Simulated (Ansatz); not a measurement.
One change: `CO[Si](F)(Cl)SC` becomes `CO[Si](F)(F)SC`.

Ansatz, PBE0-D4/def2-TZVP geometries, multiplicity 1. Each molecule was computed in one conformer, which needn't be the lowest.

```csv
property,`CO[Si](F)(Cl)SC`
LUMO energy (ωB97M-V/def2-TZVPP) / eV,1.93
HOMO energy (B3LYP/def2-TZVPP) / eV,-7.14
HOMO energy (PBE/def2-TZVPP) / eV,-6.14
HOMO–LUMO gap (ωB97M-V/def2-TZVPP) / eV,11.52
size of the dipole moment (B3LYP/def2-TZVPP) / D,1.75
HOMO–LUMO gap (B3LYP/def2-TZVPP) / eV,6.93
```

(1) What does the change do to each property? (Best estimate.)

Answers

(1) Ansatz gave: 
```tsv
property	`CO[Si](F)(F)SC`	shift
LUMO energy (ωB97M-V/def2-TZVPP) / eV	1.98	0.05
HOMO energy (B3LYP/def2-TZVPP) / eV	-7.21	-0.07
HOMO energy (PBE/def2-TZVPP) / eV	-6.19	-0.05
HOMO–LUMO gap (ωB97M-V/def2-TZVPP) / eV	11.66	0.14
size of the dipole moment (B3LYP/def2-TZVPP) / D	2.04	0.29
HOMO–LUMO gap (B3LYP/def2-TZVPP) / eV	7.07	0.14
```

With PBE0 the HOMO falls by 0.08 eV and the LUMO rises by 0.08 eV, so the gap widens by about 0.16 eV. PBE moves the HOMO by -0.05 eV and ωB97M-V by -0.09 eV. Dipoles are sizes alone; their direction can turn.

B3LYP here is the variant with VWN-RPA as its local correlation; programs differ in this.
